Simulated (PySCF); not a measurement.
```xyz
3
charge 0 multiplicity 1, angstrom
Ce   -0.0796    0.0000   -0.1901
N    -1.6145    0.0000    0.5682
F     1.7707    0.0000    0.7739
```

Method: PySCF, B3LYP, basis Ce def2-SVP with ECP28, N def2-SVP, F def2-SVP (scalar-relativistic core potentials, no spin–orbit coupling, density fitting).

This geometry of FCeN is a stationary point at this level.

Problem. What is the point group?

Solution. Cs.

Problem. Is it a minimum?

Solution. Yes: all harmonic wavenumbers are real.

Problem. Which band is strongest in the infrared?

Solution. 1023 cm⁻¹ (a'), 155 km/mol.

Problem. What are the dipole moment and the gap between the highest occupied and lowest empty levels?

Solution. 5.45 D and 3.57 eV.

Problem. Give the atomic charges and bond orders.

Solution. 
```csv
atom,Mulliken,Löwdin,polar tensor,Mayer order to Ce1
Ce1,0.70,0.27,1.78,–
N2,-0.29,-0.05,-1.01,3.05
F3,-0.41,-0.21,-0.77,1.01
```

This need not be the most stable arrangement of these atoms.
